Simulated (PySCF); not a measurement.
## Cost of excited-state runs on `[C@@H]1(C(C)C)C(=O)C[C@@H]1[C@H](Cl)C(F)F`, C$_{9}$H$_{13}$ClF$_{2}$O

Geometry:
```json
{"atom": "C1", "x (Å)": "-1.251", "y (Å)": "0.550", "z (Å)": "-1.563"}
{"atom": "C2", "x (Å)": "-1.508", "y (Å)": "-0.267", "z (Å)": "-0.296"}
{"atom": "C3", "x (Å)": "-2.971", "y (Å)": "-0.102", "z (Å)": "0.116"}
{"atom": "C4", "x (Å)": "-0.620", "y (Å)": "0.159", "z (Å)": "0.887"}
{"atom": "C5", "x (Å)": "-0.281", "y (Å)": "1.640", "z (Å)": "0.916"}
{"atom": "O6", "x (Å)": "-0.915", "y (Å)": "2.632", "z (Å)": "1.120"}
{"atom": "C7", "x (Å)": "1.183", "y (Å)": "1.372", "z (Å)": "0.644"}
{"atom": "C8", "x (Å)": "0.909", "y (Å)": "-0.131", "z (Å)": "0.869"}
{"atom": "C9", "x (Å)": "1.464", "y (Å)": "-1.119", "z (Å)": "-0.141"}
{"atom": "Cl10", "x (Å)": "0.891", "y (Å)": "-2.768", "z (Å)": "0.262"}
{"atom": "C11", "x (Å)": "2.991", "y (Å)": "-1.174", "z (Å)": "-0.115"}
{"atom": "F12", "x (Å)": "3.455", "y (Å)": "-1.990", "z (Å)": "-1.084"}
{"atom": "F13", "x (Å)": "3.516", "y (Å)": "0.047", "z (Å)": "-0.377"}
{"atom": "H14", "x (Å)": "-1.882", "y (Å)": "0.180", "z (Å)": "-2.369"}
{"atom": "H15", "x (Å)": "-0.218", "y (Å)": "0.492", "z (Å)": "-1.896"}
{"atom": "H16", "x (Å)": "-1.498", "y (Å)": "1.596", "z (Å)": "-1.393"}
{"atom": "H17", "x (Å)": "-1.318", "y (Å)": "-1.325", "z (Å)": "-0.503"}
{"atom": "H18", "x (Å)": "-3.161", "y (Å)": "0.927", "z (Å)": "0.409"}
{"atom": "H19", "x (Å)": "-3.214", "y (Å)": "-0.753", "z (Å)": "0.953"}
{"atom": "H20", "x (Å)": "-3.628", "y (Å)": "-0.353", "z (Å)": "-0.713"}
{"atom": "H21", "x (Å)": "-1.099", "y (Å)": "-0.190", "z (Å)": "1.804"}
{"atom": "H22", "x (Å)": "1.897", "y (Å)": "1.848", "z (Å)": "1.312"}
{"atom": "H23", "x (Å)": "1.457", "y (Å)": "1.622", "z (Å)": "-0.379"}
{"atom": "H24", "x (Å)": "1.242", "y (Å)": "-0.444", "z (Å)": "1.861"}
{"atom": "H25", "x (Å)": "1.140", "y (Å)": "-0.907", "z (Å)": "-1.162"}
{"atom": "H26", "x (Å)": "3.396", "y (Å)": "-1.519", "z (Å)": "0.849"}
```

PySCF with density fitting, on 1 thread of an Arm Neoverse V2, shared host. Command: `OMP_NUM_THREADS=1 python excited_run.py task.json out`

Task: How long does this run take, and how much memory?
- vibronic structure, PBE/def2-SVP; full response; writes grids

Result: 
| run | level | basis functions | wall time | peak memory (GiB) |
| --- | --- | --- | --- | --- |
| vibronic structure | PBE/def2-SVP | 251 | 2.1 min | 1.5 |

Times from a shared host are rough.
